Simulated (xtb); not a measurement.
BFBr2, SMILES FB(Br)Br. All values are semi-empirical tight-binding results from xtb (GFN2-xTB unless named), good for trends rather than for accurate numbers. Geometry: GFN2-xTB.

Optimised geometry:

Bond lengths (Å): B1–F2 1.311, B1–Br3 1.867, B1–Br4 1.867. Angles (°): F2–B1–Br3 118.6, F2–B1–Br4 118.6, Br3–B1–Br4 122.7.

Computed properties:
point group as xtb finds it: C2v
orbital gap: 4.38 eV
zero-point energy: 4.7 kcal/mol
G − E(el) at 298.15 K (modified RRHO): -14.1 kcal/mol
static polarisability (D4 model): 56.0 bohr³
solvation energy, GFN2-xTB/ALPB(water): 0.3 kcal/mol
solvation energy, GFN2-xTB/ALPB(acetone): -5.1 kcal/mol

Computed atomic charges and the Wiberg bond orders between heavy atoms:
charges (e) B1 0.51, F2 -0.24, Br3 -0.13, Br4 -0.13. Bond orders B1–F2 1.12, B1–Br3 1.14, B1–Br4 1.14.
